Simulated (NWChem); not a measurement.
Species: TeCl₃ cation; SMILES Cl[Te+](Cl)Cl

def2 effective core potentials on Te; no spin-orbit coupling.

Problem. Give the equilibrium geometry at PBE0/def2-SVP with def2 effective core potentials on Te (NWChem) as a list of bonds and angles, with the point group.

Solution. point group C3v; any orientation.
Bonds (Å): Te1–Cl2 2.297, Te1–Cl3 2.297, Te1–Cl4 2.297. Angles (°): Cl2–Te1–Cl3 99.7, Cl2–Te1–Cl4 99.7, Cl3–Te1–Cl4 99.7.
